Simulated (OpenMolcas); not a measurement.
As: input and output

Input:

```
&GATEWAY
Coord
1

As 0.0 0.0 0.0
Basis=ANO-RCC-MB
Group=XYZ
NoMove
AngMom=0.0 0.0 0.0
AMFI
&SEWARD
&RASSCF
FileOrb=start.orb
Symmetry=2
Spin=4
nActEl=3 0 0
Inactive=9 6
Ras2=0 3
CIRoot=1 1 1
SDav=1
CIMx=300
Iter=120 100
PrWF=0.3
OrbListing=Nothing
MaxOrb=0
Atom
>>> COPY $Project.JobIph JOB001
&RASSCF
FileOrb=start.orb
Symmetry=2
Spin=2
nActEl=3 0 0
Inactive=9 6
Ras2=0 3
CIRoot=8 8 1
SDav=8
CIMx=300
Iter=120 100
PrWF=0.3
OrbListing=Nothing
MaxOrb=0
Atom
>>> COPY $Project.JobIph JOB002
&RASSI
NrOfJobIphs=2 1 8
1
1 2 3 4 5 6 7 8
IphNames
JOB001
JOB002
EJob
SpinOrbit
DIPRint=1.0
SOCoupling=1000.0
Subsets=2
MEES
Property=10
'ANGMOM' 1 'ANGMOM' 2 'ANGMOM' 3 'MLTPL  1' 1 'MLTPL  1' 2 'MLTPL  1' 3
'AMFI' 1 'AMFI' 2 'AMFI' 3 'MLTPL  2' 6
SOProperty=3
'ANGMOM' 1 'ANGMOM' 2 'ANGMOM' 3
```

Launched by
```bash
OMP_NUM_THREADS=1 MOLCAS_MEM=1689 MOLCAS_PROJECT=a pymolcas a.inp > a.log  # once for each step of the input, in one work folder
```

A driver script runs the steps one by one and writes start.orb anew before each from the orbitals found so far.

Output, cut to the results:

```
--- SEWARD ---
Basis set label: AS.ANO-RCC...4S3P1D.

      Electronic valence basis set:
      ------------------
      Associated Effective Charge  33.000000 au
      Associated Actual Charge     33.000000 au
      Nuclear Model: Point charge

      Shell  nPrim  nBasis  Cartesian Spherical Contaminant
         s      20       4        X
         p      17       3        X
         d      11       1                 X
                  Relativistic Douglas-Kroll-Hess integrals:
                    - DKH order of Hamiltonian: 2
                    - DKH order of Properties : 0
                  Atomic mean-field integrals
--- RASSCF ---
Wave function specifications:
      -----------------------------

      Number of closed shell electrons          30
      Number of electrons in active shells       3
      Max number of holes in RAS1 space          0
      Max nr of electrons in RAS3 space          0
      Number of inactive orbitals               15
      Number of active orbitals                  3
      Number of secondary orbitals               0
      Spin quantum number                      1.5
      State symmetry                             2
Orbital specifications:
      -----------------------

      Symmetry species                           1   2
                                                ag  au
      Frozen orbitals                            0   0
      Inactive orbitals                          9   6
      Active orbitals                            0   3
      RAS1 orbitals                              0   0
      RAS2 orbitals                              0   3
      RAS3 orbitals                              0   0
      Secondary orbitals                         0   0
      Deleted orbitals                           0   0
      Number of basis functions                  9   9
      Number of CSFs                             1
      Number of root(s) required                 1
      Iter CI   SX   CI       RASSCF       Energy    max ROT     max BLB   max BLB  Level Ln srch  Step   QN
          iter iter root      energy       change     param      element    value   shift minimum  type update
 Nr of preliminary CI iterations:   1
      Total energies have been shifted. Add                -2000.00 au
        1   1    3    1  -258.94267342    0.00E+00  -2.79E-03    4   7 2 -1.62E-02*  0.00   0.00    SX    NO
        2   1    2    1  -258.94281495   -1.42E-04*  1.10E-04    4   7 2 -6.35E-04*  0.00   0.00    SX    NO
        3   1    2    1  -258.94281516   -2.17E-07*  4.30E-06    4   7 2 -2.49E-05   0.00   0.00    SX    NO
        4   1    2    1  -258.94281516   -3.32E-10   1.69E-07    4   7 2 -9.76E-07   0.00   0.00    SX    NO
      Convergence after  4 iterations
        5   1    2    1  -258.94281516   -2.27E-12   1.69E-07    4   7 2 -3.82E-08   0.00   0.00    SX    NO
      Natural orbitals and occupation numbers for root  1
      sym 2:   1.000000   1.000000   1.000000
::    RASSCF root number  1 Total energy:  -2258.94281516
--- RASSCF ---
Wave function specifications:
      -----------------------------

      Number of closed shell electrons          30
      Number of electrons in active shells       3
      Max number of holes in RAS1 space          0
      Max nr of electrons in RAS3 space          0
      Number of inactive orbitals               15
      Number of active orbitals                  3
      Number of secondary orbitals               0
      Spin quantum number                      0.5
      State symmetry                             2
Orbital specifications:
      -----------------------

      Symmetry species                           1   2
                                                ag  au
      Frozen orbitals                            0   0
      Inactive orbitals                          9   6
      Active orbitals                            0   3
      RAS1 orbitals                              0   0
      RAS2 orbitals                              0   3
      RAS3 orbitals                              0   0
      Secondary orbitals                         0   0
      Deleted orbitals                           0   0
      Number of basis functions                  9   9
      Number of CSFs                             8
      Number of root(s) required                 8
      Iter CI   SX   CI       RASSCF       Energy    max ROT     max BLB   max BLB  Level Ln srch  Step   QN
...
--- RASSI ---
SPIN-FREE ENERGIES:
  (Shifted by EMIN (a.u.) =      -2258.9428151631)

 SF State       Relative EMIN(au)   Rel lowest level(eV)    D:o, cm**(-1)      L_eff

     1             0.0000000000        0.0000000000              0.0000         0.0
     2             0.0655572793        1.7839044486          14388.1597         2.0
     3             0.0655572793        1.7839044486          14388.1597         2.0
     4             0.0655572793        1.7839044486          14388.1597         2.0
     5             0.0655572793        1.7839044486          14388.1597         2.0
     6             0.0655572793        1.7839044486          14388.1597         2.0
     7             0.1092540170        2.9729532569          23978.4851         1.0
     8             0.1092540170        2.9729532569          23978.4851         1.0
     9             0.1092540170        2.9729532569          23978.4851         1.0
     Dipole printing threshold changed to   1.00000000E+00
Eigenvalues of complex Hamiltonian:
   -----------------------------------
  (Shifted by EMIN (a.u.) =      -2258.9428151631)

 SO State       Relative EMIN(au)   Rel lowest level(eV)    D:o, cm**(-1)     J-value

     1            -0.0002829112        0.0000000000              0.0000         1.0
     2            -0.0002829112        0.0000000000              0.0000         1.4
     3            -0.0002829112        0.0000000000              0.0000         1.3
     4            -0.0002829112        0.0000000000              0.0000         0.9
     5             0.0646949818        1.7681385431          14260.9991         1.3
     6             0.0646949818        1.7681385431          14260.9991         1.3
     7             0.0646949818        1.7681385430          14260.9991         1.0
     8             0.0646949818        1.7681385430          14260.9991         1.0
     9             0.0655572793        1.7916028538          14450.2515         1.9
...
```

The J values that RASSI prints are effective ones from its own formula and need not be integers or half-integers; the table below assigns J from the states.

Levels above the lowest, from the spin-orbit matrix, grouped by J:

```
Configuration  Term    J  E (cm⁻¹)  Measured (cm⁻¹)      g  Term weight %
      4s² 4p³   ⁴S°  3/2       0.0              0.0  2.001            100
      4s² 4p³   ²D°  3/2     14261            10593  0.810             98
      4s² 4p³   ²D°  5/2     14450            10915  1.200            100
      4s² 4p³   ²P°  1/2     24041            18186  0.666            100
      4s² 4p³   ²P°  3/2     24292            18648  1.326             98
```

Against the 4 measured excited levels shown (NIST Handbook of Basic Atomic Spectroscopic Data) the mean absolute deviation is 4700 cm-1; the largest miss in energy is 4s² 4p³ ²P°_1/2: computed 24041, measured 18186 cm⁻¹ (+32.2 %).

Without dynamic correlation excited terms often stand tens of per cent too high (terms of higher spin than the ground term too low), and those without a measured partner can miss by more than the paired ones. With the s shell closed, the reference lacks s² → p² mixing. Computed and measured levels are paired by configuration, term and J; levels that our copy of the source lacks, or whose pairing is in doubt (as where it misses far off the trend of its configuration), stay unpaired and out of the deviations. Only configurations of the active space appear.

The term weight is that of the spin-free term in the level, not the purity of its configuration. ° marks odd parity.
